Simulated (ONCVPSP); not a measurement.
Plane-wave convergence, ONCV potential for mercury

Hg (Z = 80), optimised norm-conserving Vanderbilt (ONCV), made with ONCVPSP 4.0.1 (PBE, scalar-relativistic). Core [Kr] 4d10, reference 4f14 5s2 5p6 5d10 6s2. Waves: 5s+6s: rc 1.25 bohr, ncon 4, nbas 9, qcut 7.4 1/bohr, 2 projectors; 5p: rc 1.40 bohr, ncon 3, nbas 8, qcut 7.9 1/bohr, 2 projectors, debl 2.2 Ha; 5d: rc 1.70 bohr, ncon 3, nbas 7, qcut 7.7 1/bohr, 2 projectors, debl 1 Ha; 4f: rc 0.95 bohr, ncon 5, nbas 10, qcut 15.1 1/bohr, 1 projector. Local part: polynomial inside 0.65 bohr (lpopt 5, dvloc0 -1 Ha). Core correction: polynomial model core, fcfact 0.4.

In the p channel the program set the typed energies aside and used -2.444, 0.250 Ha.

Problem. For each optimised wave give the share of its norm inside rc, the residual kinetic energy above qcut (Ha) and the cutoffs (Ha) for errors of 10, 1, 0.1 and 0.01 mHa per electron.

Solution.

```csv
wave,norm inside rc,residual KE,10 mHa,1 mHa,0.1 mHa,0.01 mHa
5s,0.884,1.3e-03,22.1,30.9,141.8,170.2
6s,0.043,5.1e-04,18.7,25.7,46.4,122.8
5p,0.855,4.4e-05,12.2,21.3,28.5,112.6
p projector 2,0.059,3.2e-05,10.6,14.8,28.0,45.8
5d,0.697,2.4e-06,17.0,21.4,25.1,27.9
d projector 2,0.105,1.1e-06,14.7,19.7,23.8,26.9
4f,0.963,2.2e-02,161.6,446.0,493.9,596.2
```

The occupied waves need 446 Ha and 494 Ha for 1 and 0.1 mHa. Note: ghosts flagged at negative energy: s at -563.0 eV, p at -73.3 eV; no localised positive-energy state flagged. A true bound ghost makes a file unfit for plane-wave use. 2 of 4 tests not solved or not reliable.
